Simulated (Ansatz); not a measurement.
`FC1=CS[SiH2]1` at its PBE0-D4/def2-TZVP geometry, where that method's forces vanish. Total charge 0; spin multiplicity 1.

| atom | x (Å) | y (Å) | z (Å) |
| --- | --- | --- | --- |
| F1 | 0.148 | 0.998 | 1.947 |
| C2 | 0.168 | 0.325 | 0.799 |
| C3 | 1.071 | -0.590 | 0.441 |
| S4 | 0.659 | -1.202 | -1.193 |
| Si5 | -0.870 | 0.261 | -0.740 |
| H6 | 1.936 | -0.960 | 0.982 |
| H7 | -0.871 | 1.456 | -1.617 |
| H8 | -2.242 | -0.287 | -0.619 |

For each bond, give half the difference of the two atoms' forces along it (eV/Å; positive pushes the atoms apart) under PBE-D4, r2SCAN-D4, B3LYP-D4, ωB97M-V in def2-TZVPP. (Estimate.)

Ansatz gave: 
```tsv
bond	length (Å)	PBE-D4	r2SCAN-D4	B3LYP-D4	ωB97M-V
F1–C2	1.331	0.40	0.28	0.42	0.37
C2–C3	1.335	0.39	0.17	-0.07	-0.23
C2–Si5	1.857	-0.11	-0.14	0.00	-0.01
C3–S4	1.793	0.12	0.13	0.32	0.22
C3–H6	1.085	-0.06	-0.13	-0.20	-0.11
S4–Si5	2.164	0.26	0.12	0.31	0.07
Si5–H7	1.482	0.04	-0.03	-0.16	-0.15
Si5–H8	1.482	0.04	-0.03	-0.16	-0.15
```

B3LYP here is the variant with VWN-RPA as its local correlation; programs differ in this.
